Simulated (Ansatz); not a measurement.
One change: `[OH][Ti]([OH])([F])[Cl]` becomes `[OH][Ti]([OH])([OH])[Cl]`.

Ansatz, PBE0-D4/def2-TZVP geometries, multiplicity 1. Each molecule was computed in one conformer, which needn't be the lowest.

Scalar relativity is left out up to krypton.

```tsv
property	`[OH][Ti]([OH])([F])[Cl]`
size of the dipole moment (B3LYP/def2-TZVPP) / D	3.19
size of the dipole moment (PBE/def2-TZVPP) / D	3.16
HOMO–LUMO gap (PBE/def2-TZVPP) / eV	4.28
HOMO energy (ωB97M-V/def2-TZVPP) / eV	-11.33
HOMO energy (B3LYP/def2-TZVPP) / eV	-8.80
HOMO–LUMO gap (PBE0/def2-TZVPP) / eV	6.71
```

Problem. What does the change do to each property? (An estimate is asked.)

Solution. Ansatz gave: 
```csv
property,`[OH][Ti]([OH])([OH])[Cl]`,shift
size of the dipole moment (B3LYP/def2-TZVPP) / D,2.61,-0.58
size of the dipole moment (PBE/def2-TZVPP) / D,2.61,-0.55
HOMO–LUMO gap (PBE/def2-TZVPP) / eV,4.38,0.10
HOMO energy (ωB97M-V/def2-TZVPP) / eV,-11.03,0.30
HOMO energy (B3LYP/def2-TZVPP) / eV,-8.49,0.31
HOMO–LUMO gap (PBE0/def2-TZVPP) / eV,6.81,0.10
```

With PBE0 the HOMO rises by 0.32 eV and the LUMO rises by 0.41 eV, so the gap widens by about 0.09 eV. PBE moves the HOMO by 0.32 eV and ωB97M-V by 0.30 eV. The zero-point energy changes by 28.0 kJ/mol with +3 modes. Dipoles are sizes alone; their direction can turn.

B3LYP here is the variant with VWN-RPA as its local correlation; programs differ in this.
